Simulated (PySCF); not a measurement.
Species: CH₆SeSi.
SMILES with atom numbers: `[CH3:1][SiH2:2][SeH:3]` (hydrogens: H4, H5, H6 on C1; H7, H8 on Si2; H9 on Se3)

Vertical excitations from PySCF (density fitting, frozen core in the response, grid level 2 and gas phase unless stated; continuum runs use non-equilibrium linear response for the excitations) on a GFN2-xTB geometry. Reference run:

```
                              settings    S1, eV (f)    S2, eV (f)    S3, eV (f)    S4, eV (f)    S5, eV (f)    S6, eV (f)  T1, eV (Tamm–Dancoff)  mean α (au)
PBE0/def2-SVPD, full TDDFT, 6 singlets  5.49 (0.013)  5.56 (0.023)  6.25 (0.026)  6.76 (0.001)  7.05 (0.031)  7.13 (0.051)                   5.08         69.8
```

Question: What do these settings give: (1) PBE0/def2-SVPD, IEF-PCM chloroform, TDA, 6 singlets; (2) PBE/6-31G*, IEF-PCM acetonitrile, full TDDFT, 25 singlets?

Answer: 
```
                                                 settings    S1, eV (f)    S2, eV (f)    S3, eV (f)    S4, eV (f)    S5, eV (f)    S6, eV (f)  T1, eV (Tamm–Dancoff)  mean α (au)
      PBE0/def2-SVPD, IEF-PCM chloroform, TDA, 6 singlets  5.65 (0.001)  5.67 (0.060)  6.45 (0.040)  6.92 (0.000)  7.12 (0.054)  7.19 (0.100)                      –         88.7
PBE/6-31G*, IEF-PCM acetonitrile, full TDDFT, 25 singlets  5.46 (0.012)  6.06 (0.008)  6.62 (0.014)  7.42 (0.158)  7.62 (0.073)  7.73 (0.003)                      –         74.4
```

(1) S1 moves by +0.16 eV; environment and response scheme change together, so the shift can't be laid on one. (2) S1 moves by -0.03 eV; functional, basis and environment change together, so the shift can't be laid on one. States are counted by energy in each run and needn't keep their character from row to row.

All basis functions are spherical, in the Pople sets too.

Question: Which orbital pairs make up S1 in each run, and how does it sit against the orbital gap?

Answer: 
```json
{"settings": "PBE0/def2-SVPD, full TDDFT, 6 singlets", "S1 configurations (weight)": "H→L+1 0.56, H→L 0.35", "S1 (eV)": "5.49", "orbital gap (eV)": "6.84", "S1 − gap (eV)": "-1.35"}
{"settings": "PBE0/def2-SVPD, IEF-PCM chloroform, TDA, 6 singlets", "S1 configurations (weight)": "H→L+1 0.90", "S1 (eV)": "5.65", "orbital gap (eV)": "6.98", "S1 − gap (eV)": "-1.33"}
{"settings": "PBE/6-31G*, IEF-PCM acetonitrile, full TDDFT, 25 singlets", "S1 configurations (weight)": "H→L 0.99", "S1 (eV)": "5.46", "orbital gap (eV)": "5.31", "S1 − gap (eV)": "+0.15"}
```

One conformer (not necessarily the lowest) at the GFN2-xTB geometry, without vibrations or thermal averaging. The PBE0/def2-SVPD calculation is non-relativistic and has no spin–orbit coupling, an omission that weighs most on selenium.

Shape of the structure used: `[CH3:1][SiH2:2][SeH:3]`: H–Se3–Si2–C1 -55°.
